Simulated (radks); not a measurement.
Values are calculated unless marked as measured or tabulated.
Problem. Eu3+, 60 electrons, occupied as [Xe] 4f4 5d2 (not the ground configuration). Level of theory: Dirac Kohn-Sham, HCTH/407, spin-unpolarised, spherical densities, finite nucleus; open shells fill j = l - 1/2 first; Fermi nuclear charge, rms radius 5.1115 fm (a radial shooting solver on a logarithmic mesh with Libxc functionals). Some entries of the table are withheld. Estimate them.

| orbital | occ. | eigenvalue (eV) | <1/r> (bohr^-1) |
|---|---|---|---|
| 1s1/2 | 2 | -48348.42 | 70.18 |
| 2s1/2 | 2 | (1) | 16.72 |
| 2p1/2 | 2 | -7582.378 | 16.70 |
| 2p3/2 | 4 | -6934.592 | 14.82 |
| 3s1/2 | 2 | -1800.806 | 6.087 |
| 3p1/2 | 2 | (2) | 6.004 |
| 3p3/2 | 4 | (3) | 5.530 |
| 3d3/2 | 4 | -1190.376 | 5.407 |
| 3d5/2 | 6 | -1161.576 | 5.289 |
| 4s1/2 | 2 | -398.0419 | 2.557 |
| 4p1/2 | 2 | -330.0867 | 2.455 |
| 4p3/2 | 4 | -300.3083 | 2.296 |
| 4d3/2 | 4 | -187.8893 | (4) |
| 4d5/2 | 6 | -182.4346 | (5) |
| 5s1/2 | 2 | (6) | 1.029 |
| 5p1/2 | 2 | (7) | (8) |
| 5p3/2 | 4 | (9) | (10) |
| 4f5/2 | 4 | -49.2620 | 1.608 |
| 4f7/2 | 0 | -48.4621 | 1.594 |
| 5d3/2 | 2 | -28.7214 | 0.6510 |
| 5d5/2 | 0 | -28.1765 | 0.6394 |
| 6s1/2 | 0 | -24.1584 | 0.4201 |
| 6p1/2 | 0 | -19.2873 | 0.3692 |
| 6p3/2 | 0 | -18.4718 | 0.3555 |

Solution. 
(1) 2s1/2 eigenvalue (eV): -7986.191
(2) 3p1/2 eigenvalue (eV): -1625.922
(3) 3p3/2 eigenvalue (eV): -1493.750
(4) 4d3/2 <1/r> (bohr^-1): 2.089
(5) 4d5/2 <1/r> (bohr^-1): 2.050
(6) 5s1/2 eigenvalue (eV): -81.1150
(7) 5p1/2 eigenvalue (eV): -61.0618
(8) 5p1/2 <1/r> (bohr^-1): 0.9284
(9) 5p3/2 eigenvalue (eV): -56.2269
(10) 5p3/2 <1/r> (bohr^-1): 0.8733
